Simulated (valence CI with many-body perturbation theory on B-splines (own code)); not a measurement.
**Ta⁵⁸⁺: electric-dipole lines**

Computed by relativistic CI+MBPT: five valence electrons over a frozen Dirac-Fock core [Ne], radial functions for each j: 11 s, 11 p, 10 d, 8 f, 5 g, 2 h, with the one-electron correlation potential Σ1 (screened to all orders), the two-electron term Σ2, the three-electron term Σ3, Breit, model QED; selected single and double excitations, second order for the rest, scaled by the run's own slope (own B-spline code, finite nucleus).

No measured spectrum was set against this ion. As an estimate, large intervals hold to a few tenths of a per cent, small ones and those within an open d or f shell to about a per cent. Among the levels kept, up to 3200 cm⁻¹ of a level comes from second order outside the variational space, and about a tenth of that is noise between levels of different J, which matters for small intervals.

Lines 101 to 150 of 564 in falling wavelength, among levels below 10446 × 10³ cm⁻¹, chosen from the strongest by gf and those to the six lowest levels. Wavelengths and rates use the calculated energies. Electric multipoles are in the length gauge with retardation, E1 and E2 with the static RPA response of the core. Weak lines are less certain than strong ones. Lines between different terms over intervals too small for the method are left out, as are lines whose strength nearly cancels. The highest levels of a list are the least certain.

Levels are named by their leading jj configuration (3d3/2^4 stands for four electrons in 3d with j = 3/2), which in mixed levels can hold well under half, so a name can repeat and another be missing. Letters in brackets count levels of one name in rising energy.

| λ vac (nm) | Upper | Lower | A (s⁻¹) | S (a.u.) with core polarisation | S without |
| --- | --- | --- | --- | --- | --- |
| 4.904 | (3s^2 3p1/2 3p3/2 3d3/2) J=5/2 [b] | (3s^2 3p1/2 3p3/2^2) J=5/2 | 2.94e+09 | 1.03e-03 | 1.04e-03 |
| 4.740 | (3s 3p1/2^2 3d3/2 3d5/2) J=9/2 | (3s 3p1/2^2 3p3/2 3d5/2) J=9/2 | 2.60e+10 | 1.36e-02 | 1.38e-02 |
| 4.710 | (3s^2 3p1/2 3p3/2 3d3/2) J=3/2 [b] | (3s^2 3p1/2 3p3/2^2) J=5/2 | 1.33e+09 | 2.75e-04 | 2.81e-04 |
| 4.569 | (3s^2 3p3/2 3d5/2^2) J=5/2 | (3s^2 3p3/2^2 3d5/2) J=5/2 [b] | 2.59e+10 | 7.32e-03 | 7.41e-03 |
| 4.520 | (3s^2 3p1/2 3p3/2 3d3/2) J=1/2 [b] | (3s^2 3p1/2 3p3/2^2) J=3/2 | 8.18e+09 | 7.46e-04 | 7.56e-04 |
| 4.488 | (3s 3p1/2^2 3d3/2 3d5/2) J=7/2 [b] | (3s^2 3p1/2 3d3/2^2) J=5/2 | 1.99e+10 | 7.11e-03 | 7.20e-03 |
| 4.480 | (3s^2 3p3/2 3d5/2^2) J=5/2 | (3s^2 3p3/2^2 3d5/2) J=3/2 | 7.68e+10 | 2.04e-02 | 2.07e-02 |
| 4.349 | (3s^2 3p1/2 3p3/2 3d5/2) J=3/2 [a] | (3s^2 3p1/2 3p3/2^2) J=1/2 | 1.68e+09 | 2.72e-04 | 2.76e-04 |
| 4.304 | (3s^2 3p1/2 3p3/2 3d5/2) J=7/2 [a] | (3s^2 3p1/2 3p3/2^2) J=5/2 | 9.56e+08 | 3.01e-04 | 3.05e-04 |
| 4.255 | (3s 3p1/2^2 3d5/2^2) J=5/2 | (3s 3p1/2^2 3p3/2 3d5/2) J=3/2 [b] | 5.41e+10 | 1.23e-02 | 1.25e-02 |
| 4.238 | (3s^2 3p3/2 3d5/2^2) J=7/2 | (3s^2 3p3/2^2 3d5/2) J=5/2 [a] | 4.56e+10 | 1.37e-02 | 1.39e-02 |
| 4.210 | (3s 3p1/2^2 3d5/2^2) J=9/2 | (3s 3p1/2^2 3p3/2 3d5/2) J=7/2 [b] | 5.70e+10 | 2.10e-02 | 2.13e-02 |
| 4.208 | (3s 3p1/2^2 3p3/2 3d5/2) J=3/2 [a] | (3s 3p1/2^2 3p3/2^2) J=3/2 | 5.47e+10 | 8.04e-03 | 8.14e-03 |
| 4.164 | (3s^2 3p1/2 3d5/2^2) J=3/2 | (3s^2 3p1/2 3p3/2 3d5/2) J=1/2 | 1.23e+11 | 1.76e-02 | 1.78e-02 |
| 4.161 | (3s^2 3p3/2^2 3d5/2) J=1/2 | (3s^2 3p3/2^3) J=3/2 | 8.64e+10 | 6.15e-03 | 6.22e-03 |
| 4.145 | (3s 3p1/2^2 3d5/2^2) J=7/2 | (3s 3p1/2^2 3p3/2 3d5/2) J=5/2 [b] | 2.68e+11 | 7.54e-02 | 7.64e-02 |
| 4.130 | (3s^2 3p1/2 3p3/2 3d5/2) J=3/2 [a] | (3s^2 3p1/2 3p3/2^2) J=5/2 | 1.91e+10 | 2.66e-03 | 2.70e-03 |
| 4.128 | (3s^2 3p1/2 3d5/2^2) J=7/2 | (3s^2 3p1/2 3p3/2 3d5/2) J=7/2 [b] | 2.19e+10 | 6.09e-03 | 6.17e-03 |
| 4.126 | (3s 3p1/2^2 3d3/2 3d5/2) J=5/2 [b] | (3s 3p1/2^2 3p3/2 3d3/2) J=5/2 [b] | 3.10e+10 | 6.45e-03 | 6.53e-03 |
| 4.114 | (3s^2 3p1/2 3d5/2^2) J=7/2 | (3s^2 3p1/2 3p3/2 3d5/2) J=5/2 [b] | 3.65e+11 | 1.00e-01 | 1.02e-01 |
| 4.110 | (3s^2 3p1/2 3d5/2^2) J=9/2 | (3s^2 3p1/2 3p3/2 3d5/2) J=7/2 [b] | 3.03e+11 | 1.04e-01 | 1.05e-01 |
| 4.103 | (3s^2 3p1/2 3d5/2^2) J=5/2 | (3s^2 3p1/2 3p3/2 3d5/2) J=3/2 [b] | 1.25e+11 | 2.56e-02 | 2.59e-02 |
| 4.102 | (3s 3p1/2 3p3/2^2 3d5/2) J=3/2 [a] | (3s 3p1/2 3p3/2^3) J=5/2 | 5.44e+10 | 7.41e-03 | 7.50e-03 |
| 4.097 | (3s 3p1/2^2 3d3/2 3d5/2) J=3/2 [b] | (3s 3p1/2^2 3p3/2 3d3/2) J=1/2 [b] | 5.92e+10 | 8.04e-03 | 8.14e-03 |
| 4.090 | (3s 3p1/2^2 3d5/2^2) J=3/2 | (3s 3p1/2^2 3p3/2 3d5/2) J=3/2 [b] | 9.17e+10 | 1.24e-02 | 1.25e-02 |
| 4.083 | (3s 3p1/2 3p3/2^2 3d5/2) J=7/2 [b] | (3s 3p1/2 3p3/2^3) J=5/2 | 3.18e+10 | 8.54e-03 | 8.65e-03 |
| 4.082 | (3s^2 3p1/2 3p3/2 3d5/2) J=5/2 [a] | (3s^2 3p1/2 3p3/2^2) J=5/2 | 8.95e+10 | 1.80e-02 | 1.83e-02 |
| 4.072 | (3s^2 3p3/2 3d3/2 3d5/2) J=7/2 [a] | (3s^2 3p3/2^2 3d3/2) J=7/2 | 2.56e+10 | 6.83e-03 | 6.92e-03 |
| 4.062 | (3s 3p1/2^2 3d5/2^2) J=3/2 | (3s 3p1/2^2 3p3/2 3d5/2) J=5/2 [b] | 5.73e+10 | 7.58e-03 | 7.67e-03 |
| 4.054 | (3s^2 3p1/2 3d3/2 3d5/2) J=7/2 [a] | (3s^2 3p1/2 3p3/2 3d3/2) J=7/2 | 4.94e+10 | 1.30e-02 | 1.32e-02 |
| 4.049 | (3s^2 3p3/2 3d3/2 3d5/2) J=3/2 [a] | (3s^2 3p3/2^2 3d3/2) J=1/2 | 5.77e+10 | 7.56e-03 | 7.65e-03 |
| 4.036 | (3s 3p1/2^2 3d3/2 3d5/2) J=7/2 [b] | (3s 3p1/2^2 3p3/2 3d3/2) J=5/2 [b] | 1.68e+11 | 4.36e-02 | 4.42e-02 |
| 4.029 | (3s^2 3p3/2 3d3/2 3d5/2) J=5/2 [b] | (3s^2 3p3/2^2 3d3/2) J=3/2 [a] | 7.28e+10 | 1.41e-02 | 1.43e-02 |
| 4.028 | (3s^2 3p3/2 3d3/2 3d5/2) J=3/2 [a] | (3s^2 3p3/2^2 3d3/2) J=3/2 [a] | 6.11e+10 | 7.88e-03 | 7.98e-03 |
| 4.010 | (3s 3p1/2^2 3d3/2 3d5/2) J=1/2 | (3s 3p1/2^2 3p3/2 3d3/2) J=1/2 [b] | 1.72e+11 | 1.09e-02 | 1.11e-02 |
| 3.995 | (3s 3p1/2^2 3d5/2^2) J=3/2 | (3s 3p1/2^2 3p3/2 3d5/2) J=1/2 | 1.21e+11 | 1.53e-02 | 1.55e-02 |
| 3.991 | (3s^2 3p3/2 3d3/2 3d5/2) J=1/2 [a] | (3s^2 3p3/2^2 3d3/2) J=1/2 | 9.20e+10 | 5.77e-03 | 5.84e-03 |
| 3.991 | (3s^2 3p1/2 3d5/2^2) J=5/2 | (3s^2 3p1/2 3p3/2 3d5/2) J=7/2 [b] | 7.67e+10 | 1.44e-02 | 1.46e-02 |
| 3.991 | (3s^2 3p1/2 3d3/2 3d5/2) J=5/2 [b] | (3s^2 3p1/2 3p3/2 3d3/2) J=3/2 [b] | 1.94e+11 | 3.65e-02 | 3.70e-02 |
| 3.982 | (3s 3p1/2^2 3d5/2^2) J=9/2 | (3s 3p1/2^2 3p3/2 3d5/2) J=7/2 [a] | 2.20e+11 | 6.85e-02 | 6.93e-02 |
| 3.979 | (3s^2 3p3/2 3d3/2 3d5/2) J=5/2 [b] | (3s^2 3p3/2^2 3d3/2) J=5/2 | 6.51e+10 | 1.21e-02 | 1.23e-02 |
| 3.978 | (3s 3p1/2 3p3/2^2 3d5/2) J=3/2 [c] | (3s 3p1/2 3p3/2^3) J=1/2 | 5.07e+10 | 6.31e-03 | 6.39e-03 |
| 3.978 | (3s 3p1/2^2 3d3/2 3d5/2) J=5/2 [b] | (3s 3p1/2^2 3p3/2 3d3/2) J=3/2 [b] | 1.12e+11 | 2.09e-02 | 2.12e-02 |
| 3.976 | (3s^2 3p1/2 3p3/2 3d5/2) J=3/2 [a] | (3s^2 3p1/2 3p3/2^2) J=3/2 | 1.45e+11 | 1.81e-02 | 1.83e-02 |
| 3.972 | (3s^2 3p3/2 3d5/2^2) J=11/2 | (3s^2 3p3/2^2 3d5/2) J=9/2 | 2.21e+11 | 8.21e-02 | 8.32e-02 |
| 3.968 | (3s^2 3p3/2 3d3/2 3d5/2) J=5/2 [b] | (3s^2 3p3/2^2 3d3/2) J=7/2 | 3.89e+10 | 7.20e-03 | 7.30e-03 |
| 3.963 | (3s 3p1/2^2 3d5/2^2) J=7/2 | (3s 3p1/2^2 3p3/2 3d5/2) J=7/2 [b] | 1.06e+11 | 2.61e-02 | 2.65e-02 |
| 3.962 | (3s^2 3p3/2 3d3/2 3d5/2) J=7/2 [b] | (3s^2 3p3/2^2 3d3/2) J=7/2 | 1.54e+11 | 3.78e-02 | 3.83e-02 |
| 3.944 | (3s 3p1/2 3p3/2^2 3d5/2) J=5/2 [a] | (3s 3p1/2 3p3/2^3) J=3/2 [a] | 5.54e+10 | 1.01e-02 | 1.02e-02 |
| 3.940 | (3s^2 3p1/2^2 3d5/2) J=5/2 | (3s^2 3p1/2^2 3p3/2) J=3/2 | 2.18e+11 | 3.95e-02 | 4.00e-02 |
